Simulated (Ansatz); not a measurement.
ClH$_{5}$InNOSi (`[NH2][In]([Cl])[O][SiH3]`), 10 atoms. Charge 0, multiplicity 1. Correlated methods include outer-core shells of In, which these sets cover unevenly. In: def2 effective core potential. All runs use 4 threads of a server CPU on a shared host. Correlated methods freeze the cores.

Problem. How many basis functions does each run have, and how long does it take in Ansatz? RKS PBE0-D4/def2-TZVP frequencies; RKS PBE-QIDH (frozen core)/def2-TZVPP energy; RHF-CCSD(T)/def2-TZVPP energy; RKS CAM-B3LYP-D4/def2-TZVPP energy; RKS SPW92 (LDA)/def2-TZVPP energy; RHF-MP2/def2-QZVPP energy; RKS ωB97M-V/def2-QZVPP energy; RKS PBE0-D4/def2-TZVP relaxation (16 steps); RKS PBE0-D4/def2-QZVPP energy; RHF-CCSD(T)/def2-SVP energy; RKS ωB97M-V/def2-SVP energy; RKS PBE0-D4/def2-SVP energy. (Estimate.)

Solution. Computed: Other jobs shared the machine, so times are rough.

| level | job | functions | wall time | peak host memory (GiB) |
| --- | --- | --- | --- | --- |
| RKS SPW92 (LDA)/def2-TZVPP | energy | 266 | 1.6 s | 0.38 |
| RKS PBE0-D4/def2-SVP | energy | 115 | 1.6 s | 0.27 |
| RKS CAM-B3LYP-D4/def2-TZVPP | energy | 266 | 6 s | 0.94 |
| RKS ωB97M-V/def2-SVP | energy | 115 | 8 s | 0.41 |
| RKS PBE-QIDH (frozen core)/def2-TZVPP | energy | 266 | 8.5 s | 0.76 |
| RHF-CCSD(T)/def2-SVP | energy | 115 | 11 s | 0.61 |
| RKS PBE0-D4/def2-QZVPP | energy | 486 | 15 s | 2.1 |
| RHF-MP2/def2-QZVPP | energy | 486 | 27 s | 2.8 |
| RKS ωB97M-V/def2-QZVPP | energy | 486 | 32 s | 2.5 |
| RKS PBE0-D4/def2-TZVP | relaxation (16 steps) | 216 | 80 s | 0.69 |
| RKS PBE0-D4/def2-TZVP | frequencies | 216 | 3.7 min | 0.7 |
| RHF-CCSD(T)/def2-TZVPP | energy | 266 | 6.3 min | 6.9 |
